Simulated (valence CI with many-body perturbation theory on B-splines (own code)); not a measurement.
Zr9+: configurations and terms from energies and g

Calculated by configuration interaction combined with many-body perturbation theory (CI+MBPT): three valence electrons over a frozen Dirac-Fock core [Ar] 3d10, radial functions for each j: 11 s, 11 p, 9 d, 7 f, 5 g, 2 h, 1 i, with the one-electron correlation potential Σ1, the two-electron term Σ2, the three-electron term Σ3, Breit, model QED; selected CI, second order for the rest, scaled by the run's own slope (own B-spline code, finite nucleus).

No measured levels were compared; by estimate levels hold to about 250 cm⁻¹ or 0.2 % of their energy and the worst to 1 %, as in measured heavy ions of charge 2 to 7; those with d or f electrons hold less well.

| No. | J | Parity | E (eV) | g |
| --- | --- | --- | --- | --- |
| 1 | 1/2 | odd | 0.000 | 0.665 |
| 2 | 3/2 | odd | 2.466 | 1.334 |
| 3 | 1/2 | even | 20.682 | 2.645 |
| 4 | 3/2 | even | 21.810 | 1.728 |
| 5 | 5/2 | even | 22.981 | 1.576 |
| 6 | 3/2 | even | 27.287 | 0.815 |
| 7 | 5/2 | even | 27.767 | 1.224 |
| 10 | 3/2 | even | 34.696 | 1.323 |
| 11 | 3/2 | even | 44.198 | 0.800 |
| 12 | 5/2 | even | 44.548 | 1.200 |
| 15 | 5/2 | odd | 53.238 | 1.200 |
| 16 | 1/2 | odd | 57.309 | 0.665 |
| 17 | 3/2 | odd | 58.278 | 1.327 |
| 18 | 3/2 | odd | 60.943 | 0.413 |

Energies count from the lowest level. Strongly mixed levels and levels close to another of their J and parity are left out, so the numbers can have gaps.

**Question.** Give configuration and LS term of each level.

**Answer.** 1: 4s2 4p 2P°; 2: 4s2 4p 2P°; 3: 4s 4p2 4P; 4: 4s 4p2 4P; 5: 4s 4p2 4P; 6: 4s 4p2 2D; 7: 4s 4p2 2D; 10: 4s 4p2 2P; 11: 4s2 4d 2D; 12: 4s2 4d 2D; 15: 4p3 2D°; 16: 4p3 2P°; 17: 4p3 2P°; 18: 4s 4p 4d 4F°.
